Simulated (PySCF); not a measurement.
# Kr(2+): ionisation energy

Kr(2+) [Ar] 3d10 4s2 4p4 (3P) → Kr(3+) [Ar] 3d10 4s2 4p3 (4S), as a difference of total energies. Calculation: PySCF 2.14, in aug-cc-pVDZ-DK (6s5p3d, 36 functions); the spin-free X2C one-electron Hamiltonian (Gaussian nucleus). Correlated levels: valence: [Ar] 3d10 frozen. The calculations carry no spin-orbit coupling.

| method | ionisation energy (eV) | plus first-order spin-orbit estimate | error of that sum (eV) |
| --- | --- | --- | --- |
| UHF | 34.230 | 34.466 | -1.372 |
| MP2 (valence) | 34.653 | 34.889 | -0.949 |
| SCS-MP2 (valence) | 34.664 | 34.900 | -0.938 |
| CCSD (valence) | 34.677 | 34.913 | -0.925 |
| CCSD(T) (valence) | 34.687 | 34.923 | -0.915 |
| CCSDT (valence) | 34.689 | 34.925 | -0.913 |

Reference: 35.838 ± 0.02 eV (measured; NIST Atomic Spectra Database, ionization energies).

A first-order spin-orbit estimate (lowest level to lowest level, LS coupling) adds 0.236 eV.

Errors of the correlated levels include the incompleteness of this basis and the frozen core.
